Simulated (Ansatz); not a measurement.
Molecule: sum formula SiOF3, charge -1, multiplicity 1. It need not be the lowest isomer of its formula. Whether it binds its extra electron was not tested at this geometry. 
Coordinates optimised at B3LYP-D3(BJ)/def2-TZVP (Ansatz, an electronic-structure program):
```xyz
5

O      1.4290     0.3368    -0.8531
Si     0.1379     0.0325    -0.0823
F      0.1910    -1.1482     1.0372
F     -0.5165     1.2381     0.7942
F     -1.1593    -0.4399    -0.9451
```
Charge -1, spin multiplicity 1.

Total electronic energies in hartree. Correlated levels leave the core frozen unless marked. No spin-orbit coupling. Non-relativistic. CBS(X,Y): correlation extrapolated as X^-3; Hartree-Fock from the larger set.

```
level                                                program  energy (Eh)
--------------------------------------------  --------------  -----------
revPBE-D3(BJ)/def2-TZVPD                      Ansatz + dftd3   -664.56123
LC-wPBE-D3(BJ)/def2-TZVPD                     Ansatz + dftd3   -664.46122
MP2/6-31G*                                            Ansatz   -663.16243
MP2/aug-cc-pV(T+d)Z                                   Ansatz   -663.74076
SCS-MP2/cc-pV(D+d)Z                                   Ansatz   -663.20970
SCS-MP2/aug-cc-pV(Q+d)Z                               Ansatz   -663.83326
CCSD/cc-pV(Q+d)Z                                      Ansatz   -663.82814
CCSD(T)/cc-pwCVTZ                                     Ansatz   -663.75423
CCSD(T)/CBS(aug-cc-pV(T+d)Z,aug-cc-pV(Q+d)Z)          Ansatz    -663.9482
```

Totals of different functionals don't rank their quality; only differences between species are comparable.
